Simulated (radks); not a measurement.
Question: Excited configurations of neutral hydrogen: one electron is placed in a higher orbital outside the bare nucleus. The ground configuration is 1s1. All-electron calculation, non-relativistic Kohn-Sham, r2SCAN, spin-polarised, spherical densities, point nucleus; open shells are filled with parallel spins first; meta-GGA in the generalised Kohn-Sham scheme. Program: a radial shooting solver on a logarithmic mesh with Libxc functionals. Excitation = E - E(ground); binding = E(ion) - E, where the ion is the core of charge +1; n* = 1/sqrt(2 binding) in atomic units, and the quantum defect is n - n*.

outer orbital  excitation (eV)  binding (eV)     n*  quantum defect  eigenvalue (eV)  <r> (bohr)
2s                      10.092         3.518  1.967           0.033           -2.152       5.749
2p                      10.370         3.240  2.049          -0.049           -1.681       5.201
4s                      12.707         0.903  3.881           0.119           -0.577       22.97

Estimate the row for 4p.

Answer: excitation (eV) 12.689; binding (eV) 0.922; n* 3.842; quantum defect 0.158; eigenvalue (eV) -0.578; <r> (bohr) 22.39. The Delta-SCF ionisation energy is 13.610 eV (NIST Atomic Spectra Database: 13.598 eV, theoretical). Self-interaction in the functional shifts the binding energies and quantum defects, so they are the method's values and not measured ones.
